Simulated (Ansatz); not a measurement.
Species: sum formula SnCl3F, net charge 0, singlet state. 
Coordinates optimised at B3LYP-D3(BJ)/def2-TZVP (Ansatz, a program for electronic structure):
```xyz
5

F     -0.0974    -0.1578     2.0597
Sn    -0.0076    -0.0123     0.1611
Cl    -1.8372    -1.1113    -0.6976
Cl     1.9602    -0.9975    -0.5094
Cl    -0.0491     2.2287    -0.3571
```
Charge 0, spin multiplicity 1.

Parts of the frozen-core correlation energy in def2-QZVPPD (Ansatz, hartree). Frozen orbitals: 25; correlated occupied orbitals by spin: 16 and 16; virtual: 350 and 350. Spin-orbit coupling is left out. Past Kr the def2 sets carry scalar-relativistic core potentials.

```json
[
 {"term": "reference (HF)", "value": "-1691.59565"},
 {"term": "MP2 opposite-spin", "value": "[?]"},
 {"term": "MP2 same-spin", "value": "[?]"},
 {"term": "CCSD correlation", "value": "[?]"},
 {"term": "(T)", "value": "-0.04646"},
 {"term": "T1 diagnostic", "value": "0.010"},
 {"term": "largest doubles amplitude", "value": "0.016"}
]
```

Problem. Fill in the missing entries.

Solution. 
- MP2 opposite-spin, value: -0.75639
- MP2 same-spin, value: -0.24836
- CCSD correlation, value: -1.04225
